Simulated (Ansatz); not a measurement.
The same path of CH7AlSSi (11 atoms, charge 0, multiplicity 1) was run twice with different band settings. The coordinate that changes most is the dihedral C1–Al2–Si3–S4.

The calculation used Ansatz, RKS B3LYP-D4/6-31G*.

Relaxed end points:

```xyz
11
Properties=species:S:1:pos:R:3
C -0.594 2.291 -0.202
Al -0.453 0.431 -0.819
Si 0.553 -1.295 0.627
S 0.505 -3.187 -0.453
H -0.392 2.419 0.867
H 0.122 2.923 -0.747
H -1.590 2.703 -0.412
H -0.968 0.022 -2.269
H -0.169 -1.442 1.929
H 1.964 -0.970 1.003
H 1.088 -3.954 0.496
```

```xyz
11
Properties=species:S:1:pos:R:3
C -0.625 2.044 0.055
Al -0.240 0.524 -1.125
Si 0.504 -1.630 -0.184
S 0.555 -1.337 1.977
H -0.447 1.823 1.113
H -0.011 2.914 -0.216
H -1.671 2.362 -0.050
H -0.405 0.649 -2.706
H 1.854 -2.057 -0.664
H -0.408 -2.769 -0.511
H 0.959 -2.578 2.333
```

Common settings: spring 5.0 eV/Å²; optimiser quadratic models (default); start path through a guess of the saddle point; force threshold 0.05 eV/Å; end points relaxed.

| run | movable images | climbing image | iteration limit |
| --- | --- | --- | --- |
| 1 | 5 | yes | 42 |
| 2 | 8 | no | 31 |

Task: What does each run give, and how far can it be trusted?

Result: Run 1: converged after 8 iterations, highest image 0.019 eV above the first end. A vibrational analysis at the climbing image gives no mode beyond 40i cm⁻¹: the surface is too flat there to confirm a saddle point.
Run 2: converged after 8 iterations, highest image 0.021 eV above the first end. No image climbed, so the highest image needn't sit at the top of the path.
